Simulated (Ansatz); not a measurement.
C2H2N (SMILES [CH2]C#N) moved off its minimum; all values from Ansatz (a first-principles code), cores frozen in correlated methods. Open shells are unrestricted.
(charge 0, multiplicity 2)
```xyz
5

C     -1.29674    -0.02407     0.05156
C      0.35369    -0.10391    -0.01562
N      1.17672     0.12398    -0.07235
H     -1.64201     1.06235     0.13069
H     -1.71177    -0.85448    -0.03367
```

```
level               largest force (eV/Å)  on atom  rms difference from CCSD(T)/cc-pVTZ (eV/Å)  dipole (D)
------------------  --------------------  -------  ------------------------------------------  ----------
HF/def2-TZVPP                     103.50       C2                                       1.146        3.66
PBE/def2-TZVPP                    105.41       C2                                       0.407        3.42
r2SCAN/def2-TZVPP                 104.91       C2                                       0.608        3.53
B3LYP/def2-TZVPP                  103.88       C2                                       0.961        3.48
wB97M-V/def2-TZVPP                104.70       C2                                       0.682        3.49
MP2/cc-pVTZ                       106.73       C2                                       0.102        3.50
CCSD(T)/cc-pVTZ                   106.53       C2                                       0.000        3.45
```

The differences count from one level among others, with limits of its own. Forces at CCSD(T)/cc-pVTZ (eV/Å):

```
atom        Fx       Fy      Fz
----  --------  -------  ------
C1       8.339    8.130   0.693
C2    -103.231  -25.391   6.876
N3      98.972   26.306  -6.723
H4       0.250   -2.184  -0.157
H5      -4.329   -6.860  -0.690
```
